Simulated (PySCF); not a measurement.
C2H7F2NSi2.
SMILES with atom numbers: `[F:1][C@@H:2]1[CH2:3][SiH2:4][NH:5][Si@@H:6]1[F:7]` (hydrogens: H8 on C2; H9, H10 on C3; H11, H12 on Si4; H13 on N5; H14 on Si6)

Method used: TDDFT CAM-B3LYP/def2-SVPD, vertical, gas phase, core orbitals frozen in the response in PySCF 2.14.0, density-fitted response routines. Isolated species at its PBE0-D3(BJ)/def2-SVP geometry (one conformer only).

Kohn–Sham orbitals with the atoms that hold most of them (Löwdin shares over 4%, at most four atoms; ? is withheld):

```json
{"orbital": "LUMO+2", "ε (eV)": "1.44", "atoms": "Si6 20%, Si4 14%, C2 9%, F7 9%"}
{"orbital": "LUMO+1", "ε (eV)": "1.12", "atoms": "Si4 23%, C3 14%, H10 12%, Si6 10%"}
{"orbital": "LUMO", "ε (eV)": "?", "atoms": "?"}
{"orbital": "HOMO", "ε (eV)": "-9.22", "atoms": "?"}
{"orbital": "HOMO-1", "ε (eV)": "-9.95", "atoms": "C2 18%, N5 14%, F1 14%, Si6 12%"}
{"orbital": "HOMO-2", "ε (eV)": "-10.63", "atoms": "C3 28%, C2 18%, F1 15%, Si4 14%"}
{"orbital": "HOMO-3", "ε (eV)": "-11.34", "atoms": "Si4 26%, H11 16%, N5 15%, H12 11%"}
```

Question: Give the leading atoms of the HOMO.

Answer: N5 (bonded to 2 Si and H) 42%; Si4 (bonded to C, N and 2 H) 12%; Si6 (bonded to C, F, N and H) 10%; H12 (bonded to Si) 8%. By element: nitrogen 42%, silicon 22%, hydrogen 8% or more.

Question: Give the leading atoms of the LUMO.

Answer: Si6 (bonded to C, F, N and H) 21%; Si4 (bonded to C, N and 2 H) 21%; H13 (bonded to N) 13%; N5 (bonded to 2 Si and H) 8%. By element: silicon 43%, hydrogen 13% or more, nitrogen 8%.

Question: What is the LUMO energy, and the HOMO–LUMO gap?

Answer: ε(LUMO) = 0.84 eV; the gap is 10.05 eV (0.3694 hartree).

Question: How does S1 compare with the orbital gap of 10.05 eV?

Answer: S1 is at 6.71 eV (f = 0.0081), 3.34 eV below the gap, made of HOMO→LUMO (89%). Without the coupling terms of the response equations the lowest excitation would equal the gap.

Next come S2 at 7.27 eV (f 0.0081), HOMO→LUMO+2 (43%), HOMO→LUMO+1 (26%), HOMO-1→LUMO (14%); S3 at 7.41 eV (f 0.015), HOMO→LUMO+1 (60%), HOMO→LUMO+2 (12%), HOMO-1→LUMO (8%); S4 at 7.74 eV (f 0.0095), HOMO-1→LUMO (37%), HOMO→LUMO+2 (19%), HOMO→LUMO+3 (12%); S5 at 7.93 eV (f 0.0093), HOMO→LUMO+3 (38%), HOMO-1→LUMO+1 (32%), HOMO→LUMO+2 (9%).
